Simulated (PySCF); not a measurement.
## Spin states of KSn⁺

Unrestricted PBE0; K x2c-SVPall, Sn x2c-SVPall; spin-free X2C with a Gaussian nucleus (PySCF 2.14). Outer shells of the fragments: K+ closed shells only; Sn 4d10 5s2 5p2.

Followed along the bond (rough minima from three points):

```csv
2Ms+1,unpaired,⟨S²⟩ at the start,R at minimum (Å),Te (eV)
3,"σ ↑, π ↑",2.00,3.90,0.00
1,"σ ↑, π ↓",1.01,3.95,0.28
1,none,0.00,3.83,0.61
3,π ↑↑,2.00,none in the scan,≤ 0.46
1,π ↑↓,1.01,none in the scan,≤ 0.75
```

Solutions found at the starting distance of 3.395 Å, counted from the lowest of them; the search is not exhaustive and high or unbound solutions are not listed, so other states can lie among these:

```tsv
2Ms+1	unpaired	term	E (eV)	⟨S²⟩	⟨Lz²⟩	μ (D)
3	σ ↑, π ↑	³Π	0.00	2.00	1.00	-9.72
1	σ ↑, π ↓	mixed	0.29	1.01	1.00	-9.69
3	π ↑↑	³Σ⁻	0.46	2.00	0.00	-10.14
1	none	¹Σ⁺	0.64	0.00	0.00	-8.85
1	π ↑↓	mixed	0.74	1.01	2.01	-10.06
1	none	mixed	1.57	0.00	2.00	-9.78
3	σ ↑↑	³Σ⁺	3.98	2.00	0.00	1.84
3	π ↑↑	mixed	5.52	2.00	2.00	1.52
3	σ ↑↑, π ↑↓	mixed	6.44	3.00	2.01	-10.02
3	σ ↑↑	mixed	7.25	2.00	2.00	-9.83
3	σ ↑, δ ↑	³Δ	8.03	2.00	4.00	2.97
1	σ ↑, δ ↓	mixed	8.05	1.00	4.00	3.11
```

A term symbol is given only where ⟨S²⟩ and ⟨Lz²⟩ are close to those of a pure state; real π, δ and φ orbitals otherwise mix terms. A positive dipole points towards Sn; it is taken about the centre of mass and depends on that origin.

Spin–orbit coupling is left out.
